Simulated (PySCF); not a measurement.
Geometry:
| atom | x (Å) | y (Å) | z (Å) |
| --- | --- | --- | --- |
| N1 | -2.695 | -1.885 | 0.146 |
| C2 | -1.768 | -1.214 | 0.092 |
| C3 | -0.559 | -0.467 | 0.043 |
| C4 | -0.627 | 0.972 | -0.133 |
| C5 | -1.728 | 1.698 | -0.307 |
| F6 | -2.960 | 1.185 | -0.349 |
| C7 | 0.597 | -1.149 | 0.168 |
| Si8 | 2.338 | -0.426 | 0.147 |
| H9 | 0.318 | 1.493 | -0.120 |
| H10 | -1.737 | 2.771 | -0.435 |
| H11 | 0.511 | -2.223 | 0.292 |
| H12 | 2.562 | 0.270 | -1.122 |
| H13 | 3.272 | -1.539 | 0.293 |
| H14 | 2.476 | 0.515 | 1.263 |

PySCF 2.14.0 with density-fitted response routines calculation with structure optimised with GFN2-xTB and shielding tensors at PBE0/pcSseg-1 (GIAO); single conformer, gas phase, non-relativistic Hamiltonian, one averaged value for each set of equivalent atoms.

Chemical shifts δ = σref − σ; 13C (186.93 ppm) vs TMS, all at this level.

Do the 13C shifts follow the atomic charges (in e)? Tabulate both.

Results:


| atoms | hybridisation | δ (ppm) | σ para (ppm) | Hirshfeld | IAO | Mulliken | ESP-fitted |
| --- | --- | --- | --- | --- | --- | --- | --- |
| C5 | sp2 | 162.6 | -221 | +0.07 | +0.17 | +0.32 | +0.04 |
| C7 | sp2 | 146.6 | -215 | -0.11 | -0.40 | -0.28 | -0.33 |
| C3 | sp2 | 131.5 | -200 | +0.02 | -0.01 | -0.21 | +0.01 |
| C2 | sp | 122.9 | -195 | +0.07 | +0.14 | +0.15 | +0.43 |
| C4 | sp2 | 114.3 | -185 | -0.07 | -0.21 | -0.20 | -0.25 |

Correlation coefficients of δ with charge over these carbons: Hirshfeld +0.18, IAO +0.16, Mulliken +0.44, ESP-fitted -0.12; with the paramagnetic shielding -0.98. Among the 4 sp2 carbons alone: Hirshfeld +0.46, IAO +0.41, Mulliken +0.70, ESP-fitted +0.38. With so few points, grouped by hybridisation, these coefficients are fragile. Charge is one influence among several: hybridisation and low-lying excitations act through the paramagnetic term.

Shifts are as computed. Against solution values, carbons near 30 ppm lie about +3 ppm off and those near 130 ppm about +5 ppm. Of 1211 compounds with measured shifts, 218 miss one by over three times the rms of a fit or turn the order of signals round; such compounds aren't used in these exercises.
